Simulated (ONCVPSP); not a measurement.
**La: excitation energies, all-electron against ONCV**

```json
{"Element": "La", "Generator": "ONCVPSP 4.0.1", "Type": "optimised norm-conserving Vanderbilt (ONCV)", "Functional": "PBE", "Relativity": "scalar-relativistic", "Frozen core": "[Kr] 4d10", "Valence charge": "11", "Reference configuration": "5s2 5p6 5d1 6s1 (charge +1)", "Partial waves": "5s+6s: rc 2.25 bohr, ncon 3, nbas 6, qcut 4.2 1/bohr, 2 projectors; 5p: rc 2.25 bohr, ncon 4, nbas 8, qcut 4.9 1/bohr, 3 projectors, debl 1.8 Ha; 5d: rc 3.20 bohr, ncon 3, nbas 7, qcut 3.9 1/bohr, 2 projectors, debl 0.3 Ha; f scattering state at 0.28 Ha: rc 3.50 bohr, ncon 4, nbas 9, qcut 3.2 1/bohr, 2 projectors, debl 3.4 Ha", "Local potential": "polynomial inside 1.85 bohr (lpopt 4, dvloc0 6 Ha)", "Core correction": "Teter function, fcfact 2.25, rcfact 1.45"}
```

In the d channel the program set the typed energies aside and used -0.313, 0.250 Ha. In the f channel the program set the typed energies aside and used -0.374, 3.026 Ha.

Energies are relative to the spin-unpolarised reference configuration 5s2 5p6 5d1 6s1; without spin polarisation the order of configurations can differ from experiment.

| valence configuration | charge | ΔE all-electron (eV) | error AE − PS (meV) |
| --- | --- | --- | --- |
| 5s2 5p6 5d1 6s2 | 0 | -5.966 | +0.1 |
| 5s2 5p6 5d1 6s0 | +2 | 10.888 | -3.9 |
| 5s2 5p6 5d0 6s0 | +3 | 29.838 | +8.4 |

(1) What are ΔE and the potential's error for 5s2 5p6 5d1 6s0 6p2?

## Answers

(1) ΔE = -1.120 eV all-electron; the error (AE − PS) is +0.1 meV.
